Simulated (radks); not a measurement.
Values are calculated unless marked as measured or tabulated.
Question: These are the eigenvalues of the occupied orbitals of an atom or ion with whole-number occupations (Ry). Code: a radial shooting solver on a logarithmic mesh with Libxc functionals. Model: scalar-relativistic Kohn-Sham, PBEsol, spin-polarised, spherical densities, finite nucleus; Fermi nuclear charge, rms radius of each element as measured or else 0.836 A^(1/3) + 0.57 fm.

1s up: -918.3685
1s down: -918.3611
2s up: -118.0259
2s down: -118.0219
2p up: -103.8417
2p down: -103.8349
3s up: -15.65618
3s down: -15.64715
3p up: -11.22257
3p down: -11.21219
3d up: -3.90179
3d down: -3.88682
4s up: -1.31568
4s down: -1.20314
4p up: -0.52201
4p down: -0.41276

Which element is it, and in what charge state? The configuration may be excited. Open shells, if any, are filled with parallel spins first.

Answer: Z = 34, selenium, charge 0: Se in [Ar] 3d10 4s2 4p4. The list shows which subshells hold electrons but not how many an open one holds; the 1s level, -459.18 hartree, gives Z - s = 30.3 by -(Z - s)^2/2, which with screening and relativity narrows Z to a few neighbours, and the depths of the outer levels then fix element, charge and occupations together.
